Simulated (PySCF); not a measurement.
Isomers of C4H12GeO, mass 150.010 u with the commonest isotopes. Method used: PySCF, PBE0-D3(BJ)/def2-SVP geometry optimisation, gas phase. One conformer each, none proved a minimum here; rigid rotors.

Problem. Order these by rotational constant A, smallest first.
A. `C[O][Ge]([CH3])([CH3])[CH3]` (Ge(OMe)Me3)
B. `[CH3:1][CH2:2][Ge@H:3]([CH3:4])[O:5][CH3:6]` with C1–C2–Ge3–C4 56°, C2–Ge3–O5–C6 -60°
C. `[CH3:1][CH2:2][C@@H:3]([CH3:4])[O:5][GeH3:6]` with C1–C2–C3–C4 178°, C2–C3–O5–Ge6 157°

Solution. B (2477 MHz), A (2834 MHz), C (3805 MHz).

Problem. Order these by radius of gyration √(Σ m r²/M), smallest first.
A. Ge(OMe)Me3, `C[O][Ge]([CH3])([CH3])[CH3]`
B. `[CH3:1][CH2:2][C@@H:3]([CH3:4])[O:5][GeH3:6]` with C1–C2–C3–C4 178°, C2–C3–O5–Ge6 157°
C. `[CH3:1][CH2:2][Ge@H:3]([CH3:4])[O:5][CH3:6]` with C1–C2–Ge3–C4 56°, C2–Ge3–O5–C6 -60°

Solution. A (1.548 Å), C (1.620 Å), B (1.919 Å).

Problem. Order these by rotational constant C, smallest first.
A. `[CH3:1][CH2:2][C@@H:3]([CH3:4])[O:5][GeH3:6]` with C1–C2–C3–C4 178°, C2–C3–O5–Ge6 157°
B. Ge(OMe)Me3 (`C[O][Ge]([CH3])([CH3])[CH3]`)
C. `[CH3:1][CH2:2][Ge@H:3]([CH3:4])[O:5][CH3:6]` with C1–C2–Ge3–C4 56°, C2–Ge3–O5–C6 -60°

Solution. A (940.3 MHz), C (1459 MHz), B (1868 MHz).

| SMILES | point group | Ia (u·Å²) | Ib (u·Å²) | Ic (u·Å²) | κ | μa (D) | μb (D) | μc (D) |
| --- | --- | --- | --- | --- | --- | --- | --- | --- |
| C[O][Ge]([CH3])([CH3])[CH3] | near Cs | 178.31 | 270.21 | 270.53 | -1.00 | 0.77 | 1.30 | 0.46 |
| CC[C@@H](C)[O][GeH3] | C1 | 132.82 | 434.84 | 537.45 | -0.85 | 0.36 | 0.54 | 0.85 |
| C[CH2][Ge@H]([CH3])[O]C | C1 | 204.00 | 236.57 | 346.35 | 0.33 | 1.03 | 0.50 | 0.76 |
